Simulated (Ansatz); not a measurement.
`N=C1C[AsH]1`. The species carries charge 0 and has multiplicity 1. Correlated methods include outer-core shells of As, which these sets cover unevenly. Scalar relativity is left out up to krypton.

```
atom   x (Å)   y (Å)   z (Å)
  N1   0.378  -1.212  -1.304
  C2   0.253  -0.490  -0.294
  C3   0.090   0.857   0.220
 As4   0.148  -0.575   1.661
  H5   0.373  -0.647  -2.160
  H6  -0.850   1.373   0.049
  H7   0.966   1.499   0.229
  H8  -1.358  -0.803   1.599
```

Problem. Give the diagnostics of a CCSD(T)/def2-TZVPP run (frozen core, the Gaussian-basis code of Ansatz). (An estimate is asked.)

Solution. The calculation gave: T1 = 0.0123, largest single amplitude 0.016, largest double 0.046, (T) share of the correlation energy 4.6 %, 10 CCSD cycles. The RHF solution is stable towards an unrestricted one. T1 lies under the customary mark of 0.02 for closed shells.
